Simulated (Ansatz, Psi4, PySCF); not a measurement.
Noncovalent pair: HCl (SMILES Cl) (first 2 atoms) with CH6Si (SMILES C[SiH3]); geometry from B3LYP-D3(BJ)/def2-TZVP.
(charge 0, multiplicity 1):
```json
[
 {"atom": "Cl", "x (Å)": "0.0439", "y (Å)": "-0.2238", "z (Å)": "-0.1516"},
 {"atom": "H", "x (Å)": "-0.3699", "y (Å)": "-0.7197", "z (Å)": "0.9629"},
 {"atom": "C", "x (Å)": "0.8220", "y (Å)": "0.8199", "z (Å)": "3.4575"},
 {"atom": "Si", "x (Å)": "-0.4311", "y (Å)": "-0.4918", "z (Å)": "3.9183"},
 {"atom": "H", "x (Å)": "1.1455", "y (Å)": "1.3685", "z (Å)": "4.3439"},
 {"atom": "H", "x (Å)": "0.3983", "y (Å)": "1.5342", "z (Å)": "2.7501"},
 {"atom": "H", "x (Å)": "1.7028", "y (Å)": "0.3726", "z (Å)": "2.9941"},
 {"atom": "H", "x (Å)": "0.1403", "y (Å)": "-1.4808", "z (Å)": "4.8617"},
 {"atom": "H", "x (Å)": "-0.8632", "y (Å)": "-1.2413", "z (Å)": "2.7041"},
 {"atom": "H", "x (Å)": "-1.6457", "y (Å)": "0.1056", "z (Å)": "4.5204"}
]
```

Counterpoise-corrected where a basis set is named; no monomer relaxation.

Correlated levels freeze the cores. Rows in 6-31G* carry no dispersion term and start afresh at each structure (6-31G* with six Cartesian d functions). MP2/6-31G* freezes PySCF's default core.

Codes used: Ansatz (a first-principles code); Psi4 for SAPT; PySCF for 6-31G* rows, the dispersion terms. Values without a source in brackets are computed.

| level | interaction energy (kJ/mol) |
|---|---|
| PBE/def2-TZVPPD | -6.3 |
| PBE-D4/def2-TZVPPD | -10.8 |
| revPBE-D3(BJ)/def2-TZVPPD | -10.2 |
| CAM-B3LYP/def2-TZVPPD | -3.9 |
| wB97X-V/def2-TZVPPD | -7.3 |
| B2PLYP-D3(BJ)/def2-TZVPPD | -8.1 |
| MP2/6-31G* | -0.1 |
| CCSD/aug-cc-pV(D+d)Z | -3.9 |
| SAPT0/jun-cc-pV(D+d)Z | ___ |

Task: Complete the blanks.

Result: 
- SAPT0/jun-cc-pV(D+d)Z, interaction energy (kJ/mol): -3.5
